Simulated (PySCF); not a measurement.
Positional isomers: propene methyl+boryl. Isolated molecules, 0 K electronic values unless said otherwise. One relaxed conformer stands for each flexible species; it need not be the lowest. Strings in code marks are SMILES. All members: neutral, multiplicity 1. Level: PBE-D3(BJ)/def2-TZVP // M06-2X/def2-TZVP (PySCF). Delta-SCF ions had no search for a lower state.  The removal energy is E(N − 1 electrons) − E(N electrons) at the parent's geometry; ε(HOMO) is measured against the vacuum level.

```
species                                                    −ε(HOMO) (eV)  vertical ionisation energy (Delta-SCF) (eV)
---------------------------------------------------------  -------------  -------------------------------------------
`BCC(=C)C` (H–B–C–C torsion 15°, B–C–C–C torsion 110°)              5.85                                     withheld
`BC/C=C\C` (H–B–C–C torsion 141°, B–C–C–C torsion -37°)             5.95                                         9.08
`B/C(C)=C\C` (H–B–C–C torsion 179°)                                 6.41                                         9.39
`B/C(C)=C/C` (H–B–C–C torsion 180°)                                 6.52                                         9.53
`BC=C(C)C` (H–B–C–C torsion 0°)                                     6.62                                         9.65
`B/C=C\CC` (H–B–C–C torsion -180°, C–C–C–C torsion -118°)           6.89                                         9.92
`BC(=C)CC` (H–B–C–C torsion 3°, C–C–C–C torsion -112°)              6.90                                         9.94
```

Q: Fit vertical ionisation energy (Delta-SCF) = a + b·x to the 6 complete rows by least squares, with x = −ε(HOMO) in eV. Give a, b and the rms residual, and predict the withheld value.

A: Means of the 6 rows: x̄ = 6.5483, ȳ = 9.585 eV. Σ(x − x̄)² = 0.62348 and Σ(x − x̄)(y − ȳ) = 0.57465, so b = 0.922 and a = ȳ − b·x̄ = 3.547 eV. The rms residual is 0.039 eV. At x = 5.85 the line gives 8.94 eV, outside the range of the fitted rows. The run for `BCC(=C)C` (H–B–C–C torsion 15°, B–C–C–C torsion 110°) gave 8.93 eV, so the line is off by 0.01 eV, within twice the rms residual.

Codes: PySCF.
